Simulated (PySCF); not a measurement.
**Worked example: chemical shift, span and skew from a shielding tensor**

C3H4FNSi, SMILES F[Si@H]1C=CC=N1. Atoms are numbered in the order given.

```xyz
10

F      1.9812     0.1665    -0.6611
Si     0.7603    -0.1431     0.3622
C     -0.4669     1.2669     0.5172
C     -1.6282     0.7409     0.0897
C     -1.5197    -0.6982    -0.3732
N     -0.3923    -1.2952    -0.3354
H      1.3558    -0.6343     1.6252
H     -0.3795     2.2920     0.8839
H     -2.5894     1.2663     0.0564
H     -2.4267    -1.2108    -0.7404
```

Geometry optimised at ωB97X-D3(BJ)/def2-SVP. The structure was generated by enumeration; whether it is a known compound was not checked.

GIAO shieldings from PBE/pcSseg-1 (PySCF), non-relativistic, no solvent. The symmetric part of the tensor of C5 has the principal values -103.3, -2.5, 98.7 ppm. The same nucleus in TMS has σ = 182.0 ppm at this level (PySCF, at its B3LYP-D3(BJ)/def2-TZVP geometry).

### Question
Work out the isotropic shielding, the ¹³C shift against TMS, the span and the skew.

### Answer

σ(iso) = (σ11 + σ22 + σ33)/3 = -2.4 ppm. δ = σ(ref) − σ(iso) = 182.0 − (-2.4) = 184.4 ppm.
Span Ω = σ33 − σ11 = 202.0 ppm. Skew κ = 3(σ(iso) − σ22)/Ω = 0.00. Tumbling in solution averages the tensor to δ; in a static solid the shielding alone would spread this spin-1/2 line over Ω.
